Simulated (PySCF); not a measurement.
## Removal energies of Sm³⁴⁺ from EOM-IP-GCCSD

Reference: closed-shell Sm³⁴⁺, [Ar] 3d10; one electron is removed. Calculated with PySCF 2.14, two-component X2C-1e with screened spin-orbit coupling, an even-tempered Gaussian basis (18 s from 2.1 bohr⁻², ratio 2.6; 15 p from 2.8 bohr⁻², ratio 2.6; 10 d from 2.8 bohr⁻², ratio 2.6; 6 f from 2.8 bohr⁻², ratio 2.8); frozen [Ar]; the 98 highest virtual spinors dropped; of the others 70 kept and the rest restored at second order. No Breit or QED terms. Binding energies in eV.

| level | Koopmans | second order | EOM-CCSD |
| --- | --- | --- | --- |
| 3d3/2 | 2405.0 | 2404.2 | 2404.3 |
| 3d5/2 | 2376.5 | 2375.8 | 2375.9 |

For comparison, the ionisation energy of Sm³⁴⁺ is 2371 ± 5 eV (theoretical estimate listed by NIST; NIST Atomic Spectra Database, ionization energies).
